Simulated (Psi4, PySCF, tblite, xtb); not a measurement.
Interaction energy of C2H6 ··· COS (SMILES CC and O=C=S). Monomers: optimised at B3LYP-D3(BJ) (def2-TZVP), held rigid. Orientation: lowest of the rigid-body minima from ten starts at GFN2-xTB. The monomers approach along the line of their centres of mass (distance R); nothing else relaxes.

Levels of theory: GFN2-xTB (tblite); RHF/STO-3G = PySCF 2.14.0 with restricted Hartree-Fock/STO-3G, no counterpoise correction; GFN1-xTB (xtb); SAPT0/jun-cc-pVDZ, frozen core (Psi4).

Interaction energies in kcal/mol; the last columns give the difference from SAPT0:

| R / Å | GFN2-xTB | RHF/STO-3G | GFN1-xTB | SAPT0/jun-cc-pVDZ | GFN2-xTB − SAPT0/jun-cc-pVDZ | RHF/STO-3G − SAPT0/jun-cc-pVDZ | GFN1-xTB − SAPT0/jun-cc-pVDZ |
|---|---|---|---|---|---|---|---|
| 3.05 | 0.75 | 4.84 | 0.85 | 3.16 | -2.41 | 1.67 | -2.32 |
| 3.19 | -0.43 | 2.72 | -0.26 | 1.37 | -1.80 | 1.35 | -1.63 |
| 3.42 | -1.26 | 0.96 | -0.98 | -0.11 | -1.15 | 1.07 | -0.88 |
| 3.63 | -1.41 | 0.32 | -1.09 | -0.59 | -0.82 | 0.91 | -0.49 |
| 3.82 | -1.35 | 0.09 | -1.01 | -0.71 | -0.64 | 0.79 | -0.31 |
| 4.00 | -1.21 | 0.00 | -0.90 | -0.68 | -0.53 | 0.69 | -0.22 |
| 4.30 | -0.95 | -0.03 | -0.71 | -0.55 | -0.39 | 0.52 | -0.15 |
| 4.63 | -0.68 | -0.02 | -0.53 | -0.40 | -0.29 | 0.38 | -0.13 |
| 5.16 | -0.38 | -0.01 | -0.32 | -0.22 | -0.16 | 0.21 | -0.10 |
| 5.85 | -0.17 | 0.00 | -0.16 | -0.11 | -0.07 | 0.10 | -0.06 |
| 6.82 | -0.06 | 0.00 | -0.06 | -0.04 | -0.01 | 0.04 | -0.02 |
| 8.17 | -0.01 | 0.00 | -0.02 | -0.01 | 0.00 | 0.01 | -0.01 |

GFN2-xTB is furthest from SAPT0/jun-cc-pVDZ at 3.05 (-2.41 kcal/mol, below); its mean absolute difference over the points is 0.69 kcal/mol.

RHF/STO-3G is furthest from SAPT0/jun-cc-pVDZ at 3.05 (1.67 kcal/mol, above); its mean absolute difference over the points is 0.65 kcal/mol.

GFN1-xTB is furthest from SAPT0/jun-cc-pVDZ at 3.05 (-2.32 kcal/mol, below); its mean absolute difference over the points is 0.53 kcal/mol.
